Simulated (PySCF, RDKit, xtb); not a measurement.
Complex: CH2O (SMILES C=O) (first 4 atoms) with GeH4 (SMILES [GeH4]); geometry from B3LYP-D3(BJ)/def2-TZVP, rigid monomers moved along the line of their centres of mass till O2···Ge5 is 3.74 Å.
(charge 0, multiplicity 1):
```xyz
9

C      0.49125    -0.57725     0.39054
O      0.43459     0.47642     0.96144
H      0.72650    -0.64478    -0.68852
H      0.31123    -1.53524     0.91435
Ge    -0.36590     0.03899     4.59325
H     -0.69907    -0.28816     6.06147
H     -0.34786    -1.28165     3.80519
H      1.01327     0.70533     4.52933
H     -1.44444     0.97124     4.02998
```

Interaction energies are E(AB) − E(A) − E(B) at the monomers' geometry in the complex; basis-set methods are counterpoise corrected. Rows marked so take none. RDKit's UFF carries no charges.

Rows in 6-31G* carry no dispersion term and start afresh at each structure (6-31G* with six Cartesian d functions); the Pople sets are all-electron and without relativity.

The values were computed with PySCF for 6-31G* rows; RDKit for the force fields; xtb for the GFN methods. Each number belongs to the level named beside it.

**Question.** One of these levels gives -0.73 kcal/mol for the interaction energy. Which one is it?
A. B3LYP/6-31G* (no counterpoise)
B. GFN1-xTB
C. UFF

**Answer.** C, UFF. The others give -5.68 (GFN1-xTB), -1.48 (B3LYP/6-31G* (no counterpoise))
